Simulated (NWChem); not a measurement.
# Si$_{2}$H$_{3}$ClF$_{2}$; SMILES [SiH2](Cl)[SiH](F)F

```xyz
8

Si     0.1448     1.2257     0.3637
F     -0.8976     2.4314     0.0770
F      1.4549     1.5025    -0.5434
Si    -0.8346    -0.7859    -0.3265
Cl     0.4654    -2.2963     0.2548
H      0.5488     1.2853     1.7907
H     -2.1502    -0.9973     0.3420
H     -1.0083    -0.8246    -1.8057
```
Atoms are numbered in this order, from 1.

Program: NWChem. Geometry: optimised at PBE0/def2-SVP. GIAO values for the isolated, static molecule; σ is the absolute isotropic shielding, δ = σ(reference) − σ with the isolated reference molecule computed at the same levels (19F: trichlorofluoromethane, 1H: tetramethylsilane, 29Si: tetramethylsilane).

For level LDA (Slater exchange, VWN5)/pcSseg-1:

| Quantity | Value |
|---|---|
| δ Si1 (ppm) | 17.3 |
| δ H6 (ppm) | 6.06 |
| δ H7 (ppm) | 5.39 |
| δ H8 (ppm) | 5.53 |

Estimate the same quantities for level PBE/pcSseg-1.


| Property | Value |
|---|---|
| δ Si1 (ppm) | 7.0 |
| δ H6 (ppm) | 5.78 |
| δ H7 (ppm) | 5.13 |
| δ H8 (ppm) | 5.26 |
